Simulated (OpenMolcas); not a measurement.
# Os IV: effect of the level shift or regulariser

| Item | Value |
| --- | --- |
| Program | OpenMolcas 26.06 |
| Basis | ANO-RCC-VQZP [9s8p6d4f3g2h] |
| Scalar Hamiltonian | DKH2, point nucleus |
| Active space | 5 electrons in 10 orbitals (5d 6d) |
| State averaging | 2S+1 = 6 even, 1 root; 2S+1 = 4 even, 24 roots; 2S+1 = 2 even, 70 roots |
| Spin-orbit coupling | RASSI with atomic mean-field integrals over the reference wave functions, term energies averaged over their components |

Methods on the same reference wave functions:
A. CASSCF
B. MS-CASPT2, IPEA 0.25 Eh, imaginary shift 0.1 Eh (closed shells correlated: 5s 5p)
C. MS-CASPT2, IPEA 0.25 Eh, real shift 0.2 Eh (closed shells correlated: 5s 5p)

Energies in cm⁻¹ above 5d⁵ ⁶S_5/2.

| Level | A | B | C |
| --- | --- | --- | --- |
| 5d⁵ ⁶S_5/2 | 0.0 | 0.0 | 0.0 |
| 5d⁵ ⁴G_7/2 [68 %] | 24562 | 20900 | 20950 |
| 5d⁵ ⁴G_11/2 | 25423 | 22140 | 22170 |
| 5d⁵ ⁴G_9/2 | 26119 | 22790 | 22820 |
| 5d⁵ ⁴P_1/2 [60 %] | 28603 | 24180 | 24270 |
| 5d⁵ ⁴D_7/2 [70 %] | 31630 | 26900 | 26990 |
| 5d⁵ ⁴D_1/2 [65 %] | 35051 | 30290 | 30390 |
| 5d⁵ ²I_11/2 | 35803 | 32130 | 32140 |
| 5d⁵ ²I_13/2 | 38790 | 35190 | 35200 |
| 5d⁵ ²H_9/2 [51 %] | 45807 | 40820 | 40850 |
| 5d⁵ ²H_11/2 [73 %] | 52359 | 48050 | 48070 |
| 5d⁵ ²S_1/2 | 55917 | 47150 | 47300 |
| 5d⁵ ²D_3/2(2) | 62843 | 54540 | 54640 |
| 5d⁵ ²D_5/2(2) [65 %] | 66215 | 58300 | 58420 |
| 5d⁵ ²G_9/2(2) | 68397 | 59980 | 60030 |

Between B and C the level of the table that moves most is 5d⁵ ²S_1/2, by 150 cm-1 (lowest in B, highest in C). Moves below CASPT2's spread within the term are not significant.

From A to B the spin-free energies of the other terms of 5d⁵ shown, above ⁶S, scale by factors of 0.82 to 0.89, as is usual when dynamic correlation screens the repulsion within a d or f shell.

The lowest spin-free term lies below A's lowest term by 0.331 hartree in B, 0.331 hartree in C.

Term energies are means over components that CASPT2 splits; among the terms shown or strongly mixed into the levels shown the widest spread is 630 cm-1 (5d⁵ ²F(2), B). Active for correlation alone: 6d; no level in the range computed is led by a configuration that fills it, so any true level of that kind is missing. Without dynamic correlation excited terms often stand tens of per cent too high (terms of higher spin than the ground term too low), and those without a measured partner can miss by more than the paired ones (holds for A). The CASPT2 spread within a term exceeds the gap to the next term for 5d⁵ ⁴F and 5d⁵ ²F(1), so the order of their levels is uncertain, and so are names and mixing where such terms share a J (holds for B). Levels of configurations outside the active space are missing. The table leaves out levels that lie high or whose names do not pair safely across all columns.

A share in square brackets marks a mixed level and gives the weight of the term that names it, the lowest over the columns. A number in round brackets counts repeated terms of one configuration in the order of the reference energies.
